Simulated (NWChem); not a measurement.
System: CH₄O₃W; SMILES [CH3][W](=[O])(=[O])[OH]

NWChem input:

```
start job
memory heap 200 mb stack 900 mb global 1100 mb
geometry units angstroms noautoz
  W     -0.087575     0.009057    -0.005027
  O      0.917723    -0.168120     1.359532
  O      0.883169    -0.149749    -1.396602
  O     -1.150868     1.553228     0.018386
  H     -1.094558     2.512235     0.025850
  C     -1.315246    -1.702525    -0.001544
  H     -1.939543    -1.711569     0.907411
  H     -0.708819    -2.621291    -0.019417
  H     -1.966348    -1.694536    -0.891571
end
basis spherical
  * library def2-svp
end
ecp
  W library def2-ecp
end
dft
  xc xpbe96 cpbe96
  grid coarse
  iterations 150
  mulliken
end
task dft gradient
```

Output (shortened):

```
             Northwest Computational Chemistry Package (NWChem) 7.3.0
             --------------------------------------------------------

 C1  symmetry detected

                             Geometry "geometry" -> ""
                             -------------------------

 Output coordinates in angstroms (scale by  1.889725989 to convert to a.u.)

  No.       Tag          Charge          X              Y              Z
 ---- ---------------- ---------- -------------- -------------- --------------
    1 W                   74.0000     0.05216442     0.03578685    -0.00001103
    2 O                    8.0000     1.03142611    -0.18330932     1.37733440
    3 O                    8.0000     1.02875539    -0.18442767    -1.37907589
    4 O                    8.0000    -0.92877559     1.63371080     0.00008081
    5 H                    1.0000    -0.82227469     2.58847614     0.00136778
    6 C                    6.0000    -1.26364696    -1.60900477     0.00143134
    7 H                    1.0000    -1.89769874    -1.57829184     0.90313128
    8 H                    1.0000    -0.70613717    -2.55840904    -0.00286934
    9 H                    1.0000    -1.90342204    -1.57376415    -0.89611623

 Effective nuclear repulsion energy (a.u.)     791.9474156199

 Summary of "ao basis" -> "ao basis" (spherical)
 ------------------------------------------------------------------------------
       Tag                 Description            Shells   Functions and Types
 ---------------- ------------------------------  ------  ---------------------
 W                          def2-svp                12       32   6s3p2d1f
 O                          def2-svp                 6       14   3s2p1d
 H                          def2-svp                 3        5   2s1p
 C                          def2-svp                 6       14   3s2p1d

            General Information
            -------------------
          SCF calculation type: DFT
          Wavefunction type:  closed shell.
          No. of atoms     :     9
          No. of electrons :    48
           Alpha electrons :    24
            Beta electrons :    24
          Charge           :     0
          Spin multiplicity:     1
          Use of symmetry is: off; symmetry adaption is: off
          Maximum number of iterations: 150
          AO basis - number of functions:   108
                     number of shells:    48
          Convergence on energy requested:  1.00D-06
          Convergence on density requested:  1.00D-05
          Convergence on gradient requested:  5.00D-04

              XC Information
              --------------
          PerdewBurkeErnzerhof Exchange Functional  1.000
            Perdew 1991 LDA Correlation Functional  1.000 local
           PerdewBurkeErnz. Correlation Functional  1.000 non-local

             Grid Information
             ----------------
          Grid used for XC integration:  coarse
          Radial quadrature: Mura-Knowles
          Angular quadrature: Lebedev.
          Tag              B.-S. Rad. Rad. Pts. Rad. Cut. Ang. Pts.
          ---              ---------- --------- --------- ---------
          W                   1.35      104           8.0       302
          O                   0.60       35          11.0       302
          H                   0.35       35          12.0       302
          C                   0.70       35          11.0       302
          Grid pruning is: on
          Number of quadrature shells:   384
          Spatial weights used:  Erf1

      Superposition of Atomic Density Guess
      -------------------------------------

 Sum of atomic energies:        -336.87200466

      Non-variational initial energy
      ------------------------------

 Total energy =    -330.648800
 1-e energy   =    -911.883197
 2-e energy   =     360.452099
 HOMO         =      -0.369599
 LUMO         =      -0.006662

     ---------------------------------------------
      Total Density - Mulliken Population Analysis
     ---------------------------------------------

    Atom       Charge   Shell Charges
 -----------   ------   -------------------------------------------------------
    1 W   14    11.10   0.04 -0.35  1.80  0.54  0.39  0.08  5.49  0.57  0.12  1.95  0.31  0.16
    2 O    8     9.07   1.99  1.16  0.74  3.18  1.99  0.01
    3 O    8     9.07   1.99  1.16  0.74  3.18  1.99  0.01
    4 O    8     8.82   1.99  1.10  0.66  3.10  1.96  0.00
    5 H    1     0.64   0.52  0.06  0.06
    6 C    6     6.78   1.99  0.96  0.35  2.14  1.33  0.01
    7 H    1     0.84   0.64  0.17  0.03
    8 H    1     0.84   0.64  0.17  0.03
    9 H    1     0.84   0.64  0.17  0.03

   convergence    iter        energy       DeltaE   RMS-Dens  Diis-err
 ---------------- ----- ----------------- --------- --------- ---------
 d= 0,ls=0.0,diis     1   -332.4671336654 -5.53D+02  6.64D-02  4.30D+00
 d= 0,ls=0.5,diis     2   -322.1378351547  1.03D+01  2.77D-02  7.07D+01
 d= 0,ls=0.5,diis     3   -327.9900472130 -5.85D+00  1.10D-02  3.93D+01
 d= 0,ls=0.5,diis     4   -329.9244679778 -1.93D+00  9.40D-03  2.39D+01
 d= 0,ls=0.5,diis     5   -331.3577696050 -1.43D+00  8.54D-03  1.04D+01
 d= 0,ls=0.5,diis     6   -332.1856772135 -8.28D-01  6.25D-03  2.56D+00
 d= 0,ls=0.5,diis     7   -332.4562455208 -2.71D-01  3.20D-03  3.01D-01
  Resetting Diis
 d= 0,ls=0.5,diis     8   -332.5035938266 -4.73D-02  2.39D-03  3.36D-02
 d= 0,ls=0.5,diis     9   -332.5188763887 -1.53D-02  3.57D-03  1.42D-02
 d= 0,ls=0.5,diis    10   -332.5471792177 -2.83D-02  7.52D-03  4.18D-02
 d= 0,ls=0.5,diis    11   -332.6252772690 -7.81D-02  9.01D-03  3.65D-01
 d= 0,ls=0.5,diis    12   -332.6697814190 -4.45D-02  6.71D-03  1.36D+00
 d= 0,ls=0.5,diis    13   -332.6571252765  1.27D-02  4.27D-03  2.34D+00
 d= 0,ls=0.5,diis    14   -332.6407709874  1.64D-02  2.61D-03  2.89D+00
 d= 0,ls=0.5,diis    15   -332.6353932813  5.38D-03  1.58D-03  3.10D+00
 d= 0,ls=0.5,diis    16   -332.6391811920 -3.79D-03  9.69D-04  3.12D+00
 d= 0,ls=0.5,diis    17   -332.6406073939 -1.43D-03  6.06D-04  3.14D+00
 d= 0,ls=0.5,diis    18   -332.6446964539 -4.09D-03  3.75D-04  3.11D+00
 d= 0,ls=0.5,diis    19   -332.6492566184 -4.56D-03  5.07D-04  3.08D+00
 d= 0,ls=0.5,diis    20   -332.6778601264 -2.86D-02  7.29D-04  2.83D+00
 d= 0,ls=0.5,diis    21   -332.6833589822 -5.50D-03  2.85D-03  2.79D+00
 d= 0,ls=0.5,diis    22   -332.8335988563 -1.50D-01  3.05D-03  1.43D+00
 d= 0,ls=0.5,diis    23   -332.9511230275 -1.18D-01  1.75D-03  3.84D-01
 d= 0,ls=0.5,diis    24   -332.9862251577 -3.51D-02  9.11D-04  8.73D-02
 d= 0,ls=0.5,diis    25   -332.9952616679 -9.04D-03  4.39D-04  1.90D-02
 d= 0,ls=0.5,diis    26   -332.9972463835 -1.98D-03  2.36D-04  5.76D-03
 d= 0,ls=0.5,diis    27   -332.9977749320 -5.29D-04  1.42D-04  2.70D-03
 d= 0,ls=0.5,diis    28   -332.9979865017 -2.12D-04  8.75D-05  1.40D-03
 d= 0,ls=0.5,diis    29   -332.9980808873 -9.44D-05  5.85D-05  7.86D-04
 d= 0,ls=0.5,diis    30   -332.9981300135 -4.91D-05  4.07D-05  4.37D-04
 d= 0,ls=0.5,diis    31   -332.9981569210 -2.69D-05  3.21D-05  2.35D-04
 d= 0,ls=0.5,diis    32   -332.9981735041 -1.66D-05  2.29D-05  1.05D-04
 d= 0,ls=0.5,diis    33   -332.9981814699 -7.97D-06  1.57D-05  4.38D-05
 d= 0,ls=0.5,diis    34   -332.9981849089 -3.44D-06  1.06D-05  1.83D-05
 d= 0,ls=0.5,diis    35   -332.9981863690 -1.46D-06  7.24D-06  8.02D-06
 d= 0,ls=0.5,diis    36   -332.9981870098 -6.41D-07  4.90D-06  3.64D-06

         Total DFT energy =     -332.998187298518
      One electron energy =     -916.572479965618
           Coulomb energy =      402.759074354462
    Exchange-Corr. energy =      -39.967079759075
 Nuclear repulsion energy =      220.782298071713

 Numeric. integr. density =       47.999935736640

                       DFT Final Molecular Orbital Analysis
                       ------------------------------------

 Vector   22  Occ=2.000000D+00  E=-2.943333D-01
              MO Center= -1.5D-01,  8.9D-01, -3.8D-03, r^2= 3.1D+00
   Bfn.  Coefficient  Atom+Function         Bfn.  Coefficient  Atom+Function
  ----- ------------  ---------------      ----- ------------  ---------------
    66      0.496099  4 O  pz                69      0.367799  4 O  pz
    37     -0.207383  2 O  py                51      0.207618  3 O  py
    52     -0.163910  3 O  pz                38     -0.160617  2 O  pz
    40     -0.146009  2 O  py                54      0.146177  3 O  py
    17     -0.144690  1 W  d -1               9     -0.110632  1 W  pz

 Vector   23  Occ=2.000000D+00  E=-2.795910D-01
              MO Center= -1.7D-01, -7.0D-01, -7.5D-04, r^2= 3.5D+00
   Bfn.  Coefficient  Atom+Function         Bfn.  Coefficient  Atom+Function
  ----- ------------  ---------------      ----- ------------  ---------------
    84     -0.289247  6 C  py                82     -0.273078  6 C  s
    37      0.269994  2 O  py                51      0.270447  3 O  py
     8     -0.216969  1 W  py                87     -0.217762  6 C  py
    83     -0.204206  6 C  px                40      0.188710  2 O  py
    54      0.189035  3 O  py                86     -0.180771  6 C  px

 Vector   24  Occ=2.000000D+00  E=-2.599224D-01
              MO Center=  1.0D+00, -1.8D-01, -9.9D-04, r^2= 2.5D+00
   Bfn.  Coefficient  Atom+Function         Bfn.  Coefficient  Atom+Function
  ----- ------------  ---------------      ----- ------------  ---------------
    36      0.430418  2 O  px                50     -0.430685  3 O  px
    39      0.307491  2 O  px                53     -0.307680  3 O  px
     9      0.148502  1 W  pz                38     -0.131367  2 O  pz
    52     -0.130654  3 O  pz                37     -0.101056  2 O  py
    51      0.101006  3 O  py                41     -0.089739  2 O  pz

 Vector   25  Occ=0.000000D+00  E=-9.353257D-02
              MO Center= -9.2D-02,  5.0D-02, -2.1D-04, r^2= 2.5D+00
   Bfn.  Coefficient  Atom+Function         Bfn.  Coefficient  Atom+Function
  ----- ------------  ---------------      ----- ------------  ---------------
    20      0.774633  1 W  d  2              64      0.240232  4 O  px
    67      0.225671  4 O  px               100      0.219237  8 H  s
    25      0.192479  1 W  d  2              18     -0.182821  1 W  d  0
    38      0.177846  2 O  pz                52     -0.177729  3 O  pz
     7      0.163833  1 W  px                41      0.163035  2 O  pz

 Vector   26  Occ=0.000000D+00  E=-7.404098D-02
              MO Center=  1.9D-01, -8.6D-02,  4.3D-04, r^2= 2.2D+00
   Bfn.  Coefficient  Atom+Function         Bfn.  Coefficient  Atom+Function
  ----- ------------  ---------------      ----- ------------  ---------------
    17      0.799854  1 W  d -1              37     -0.284536  2 O  py
    51      0.284301  3 O  py                19     -0.255612  1 W  d  1
    40     -0.245252  2 O  py                54      0.245036  3 O  py
    95      0.197437  7 H  s                105     -0.196919  9 H  s
    66     -0.129226  4 O  pz                24     -0.117809  1 W  d  1

 Vector   27  Occ=0.000000D+00  E=-3.363704D-02
              MO Center= -2.2D-01,  6.7D-01,  1.0D-05, r^2= 4.4D+00
   Bfn.  Coefficient  Atom+Function         Bfn.  Coefficient  Atom+Function
  ----- ------------  ---------------      ----- ------------  ---------------
    16      0.674474  1 W  d -2              63      0.618221  4 O  s
    76     -0.437832  5 H  s                  6     -0.420079  1 W  s
     5      0.293582  1 W  s                 21      0.239698  1 W  d -2
    87     -0.222927  6 C  py                75     -0.220182  5 H  s
    86     -0.216069  6 C  px                62      0.197528  4 O  s

     ---------------------------------------------
      Total Density - Mulliken Population Analysis
     ---------------------------------------------

    Atom       Charge   Shell Charges
 -----------   ------   -------------------------------------------------------
    1 W   14    13.06   0.04 -0.37  1.91  0.46  0.45  0.01  5.59  0.52  0.24  3.49  0.52  0.19
    2 O    8     8.30   1.99  1.12  0.78  2.76  1.64  0.01
    3 O    8     8.30   1.99  1.12  0.78  2.76  1.64  0.01
    4 O    8     8.38   1.99  1.06  0.68  2.89  1.76  0.01
    5 H    1     0.78   0.67  0.05  0.07
    6 C    6     6.48   1.98  0.89  0.35  2.12  1.12  0.01
    7 H    1     0.90   0.72  0.16  0.02
    8 H    1     0.89   0.71  0.15  0.02
    9 H    1     0.90   0.72  0.16  0.02

     -------------------------------------------
      Total Density - Lowdin Population Analysis
     -------------------------------------------

    Atom       Charge   Shell Charges
 -----------   ------   -------------------------------------------------------
    1 W   14    13.76   0.00  0.04  1.10  0.78  0.36  0.15  4.94  1.26  0.41  3.21  1.16  0.35
    2 O    8     8.12   1.98  0.98  0.70  2.63  1.82  0.02
    3 O    8     8.12   1.98  0.98  0.70  2.63  1.82  0.02
    4 O    8     8.10   1.97  0.87  0.60  2.72  1.93  0.01
    5 H    1     0.88   0.54  0.16  0.18
    6 C    6     6.24   1.96  0.59  0.35  1.90  1.39  0.04
    7 H    1     0.93   0.61  0.25  0.07
    8 H    1     0.92   0.61  0.24  0.07
    9 H    1     0.93   0.61  0.25  0.07

     Multipole analysis of the density
     ---------------------------------

     L   x y z        total         alpha         beta         nuclear
     -   - - -        -----         -----         ----         -------
     0   0 0 0     -0.000000    -24.000000    -24.000000     48.000000

     1   1 0 0     -1.178244      2.368172      2.368172     -5.914588
     1   0 1 0      0.653198      2.355419      2.355419     -4.057641
     1   0 0 1      0.001690      0.000220      0.000220      0.001250

     2   2 0 0    -36.945784    -93.280210    -93.280210    149.614637
     2   1 1 0      0.702035     -4.514584     -4.514584      9.731203
     2   1 0 1     -0.004823      0.004101      0.004101     -0.013026
     2   0 2 0    -28.030061   -113.393692   -113.393692    198.757322
     2   0 1 1      0.003199      0.005391      0.005391     -0.007582
     2   0 0 2    -38.827186    -76.568291    -76.568291    114.309397

            General Information
            -------------------
          SCF calculation type: DFT
          Wavefunction type:  closed shell.
          No. of atoms     :     9
          No. of electrons :    48
           Alpha electrons :    24
            Beta electrons :    24
          Charge           :     0
          Spin multiplicity:     1
          Use of symmetry is: off; symmetry adaption is: off
          Maximum number of iterations: 150
          AO basis - number of functions:   108
                     number of shells:    48
          Convergence on energy requested:  1.00D-06
          Convergence on density requested:  1.00D-05
          Convergence on gradient requested:  5.00D-04

              XC Information
              --------------
          PerdewBurkeErnzerhof Exchange Functional  1.000
            Perdew 1991 LDA Correlation Functional  1.000 local
           PerdewBurkeErnz. Correlation Functional  1.000 non-local

[...]

                         DFT ENERGY GRADIENTS

    atom               coordinates                        gradient
                 x          y          z           x          y          z
   1 W       0.098576   0.067627  -0.000021    0.021936  -0.001778  -0.000019
   2 O       1.949113  -0.346404   2.602785   -0.015067   0.003201  -0.019644
   3 O       1.944066  -0.348518  -2.606076   -0.015011   0.003205   0.019663
   4 O      -1.755131   3.087266   0.000153    0.006578   0.001757   0.000017
   5 H      -1.553874   4.891511   0.002585   -0.001438  -0.010302  -0.000019
   6 C      -2.387946  -3.040578   0.002705   -0.000560  -0.000689   0.000017
   7 H      -3.586131  -2.982539   1.706671    0.002970  -0.000005  -0.004139
   8 H      -1.334406  -4.834692  -0.005422   -0.002402   0.004616   0.000009
   9 H      -3.596946  -2.973983  -1.693414    0.002995  -0.000004   0.004114
```

Level: PBE/def2-SVP with def2 effective core potentials on W. Coordinates come from a PBE0/def2-SVP optimisation. Not confirmed as a minimum by frequencies. def2 effective core potentials on W; no spin-orbit coupling.
